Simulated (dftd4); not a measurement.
H3O3Si (SMILES O[Si](O)O), doublet, geometry from GFN2-xTB; D4 for pbe (dftd4).

Input for dftd4:
```
$ dftd4 mol.xyz --func pbe --charge 0 --json dftd4.json --noedisp --grad

# file mol.xyz
7

O     -0.84317475    -0.87603590    -0.91455838
Si    -0.16941596    -0.08038194     0.34291190
O     -0.28508537     1.51773913    -0.03316397
O      1.37066024    -0.57947772     0.49097699
H     -1.58178239    -0.47345656    -1.36288875
H      0.23413609     2.15205276     0.45211068
H      1.78026866    -1.05105329    -0.23602572
```

The log (banner, timings and long lists left out):

```
                    ____  _____ _____     ____  _  _
      -------------|  _ \|  ___|_   _|---|  _ \| || |------------
     |             | | | | |_    | | ___ | | | | || |_           |
     |             | |_| |  _|   | ||___|| |_| |__   _|          |
     |             |____/|_|     |_|     |____/   |_|            |
     |             ===================================           |
     |            E. Caldeweyher, S. Ehlert & S. Grimme          |
     |          Mulliken Center for Theoretical Chemistry        |
     |                    University of Bonn                     |
      -----------------------------------------------------------

Rational (Becke-Johnson) damping: pbe-D4-ATM
---------------------
  s6         1.0000
  s8         0.9595
  s9         1.0000
  a1         0.3857
  a2         4.8069
 alp        16.0000
--------------------

Dispersion energy:      -4.3993354795151E-03 Eh

Gradient norm:           3.3374602064119E-04 Eh/a0
--------------------------------------------------
     #    Z           dE/dx      dE/dy      dE/dz
--------------------------------------------------
     1    8 O    -8.908E-05 -1.132E-04 -9.832E-05
     2   14 Si   -2.456E-05 -8.113E-06  4.256E-05
     3    8 O    -5.129E-05  1.738E-04 -1.300E-05
     4    8 O     1.633E-04 -7.378E-05  7.524E-05
     5    1 H    -4.301E-05 -2.562E-06 -2.291E-05
     6    1 H     1.009E-05  5.133E-05  2.465E-05
     7    1 H     3.457E-05 -2.747E-05 -8.215E-06
--------------------------------------------------

Virial:
--------------------------------------------------
      component           x          y          z
--------------------------------------------------
          x       8.496E-04 -1.638E-04  3.967E-04
          y      -1.638E-04  1.033E-03  1.737E-04
          z       3.967E-04  1.737E-04  3.519E-04
--------------------------------------------------

[Info] Dispersion results written to 'dftd4.txt'
[Info] JSON dump of results written to 'dftd4.json'
```
